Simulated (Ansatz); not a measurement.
Counterpoise correction, worked out

The pair of SiH₄ (SMILES [SiH4], atoms 1–5) and SO₂ (SMILES O=S=O, atoms 6–8), both closed shells, in one local arrangement (a lower one may exist), relaxed at PBE0-D4/def2-TZVP:

Si1  (-0.143, 0.010, -1.386)
H2  (-1.045, 0.885, -0.598)
H3  (-0.644, -1.386, -1.361)
H4  (1.230, 0.064, -0.825)
H5  (-0.109, 0.490, -2.793)
O6  (-0.205, -1.087, 1.823)
S7  (0.262, -0.140, 2.791)
O8  (0.656, 1.163, 2.350)
(Å)

Program: Ansatz 0.2.0. Basis: def2-TZVPPD. Cores are frozen in the correlated methods.

MP2 total energies in eV:

| system | geometry | basis functions | energy |
| --- | --- | --- | --- |
| pair | pair | all | -22840.39869 |
| SiH₄ | as in the pair | all (partner as ghosts) | -7929.47338 |
| SO₂ | as in the pair | all (partner as ghosts) | -14910.88131 |
| SiH₄ | as in the pair | its own | -7929.46751 |
| SO₂ | as in the pair | its own | -14910.87009 |
| SiH₄ | free (PBE0-D4 minimum) | its own | -7929.46794 |
| SO₂ | free (PBE0-D4 minimum) | its own | -14910.86986 |

Question: Work out the interaction energy with and without the counterpoise correction, the superposition error, and the binding energy from the relaxed fragments.

Answer: Without correction: -22840.39869 − (-7929.46751) − (-14910.87009) = -0.06109 eV.
With correction (each fragment in the whole basis): -22840.39869 − (-7929.47338) − (-14910.88131) = -0.04400 eV = -1.01 kcal/mol.
The superposition error is the difference, 0.01709 eV, 28 % of the uncorrected value: each fragment borrows its partner's functions.
Deformation from the free shapes: 0.00043 eV for SiH₄ and -0.00023 eV for SO₂ (a small negative value is possible, since the free shapes are minima of another method).
Binding energy from relaxed fragments: -0.04400 + 0.00043 + (-0.00023) = -0.04380 eV = -1.01 kcal/mol (electronic, without zero-point energy; negative means bound). For comparison, the corrected interaction energy by CCSD(T) at an estimated basis limit (MP2 extrapolated from triple and quadruple zeta, plus CCSD(T) − MP2 in triple zeta) is -0.052 eV.

The T1 diagnostic stays at or below 0.022. The restricted Hartree–Fock reference is unstable towards an unrestricted one at one or more of these structures.

For scale, one of the runs: CCSD(T)/def2-TZVPPD, 247 basis functions, launched by `ansatz run in.yaml --threads 4 --pin off --events-out ev --progress --plain --max-ram 9574MiB`. Time: 100 s of wall clock on 4 CPU threads of an Arm Neoverse V1; the host was shared. Peak host memory: 4.8 GiB.
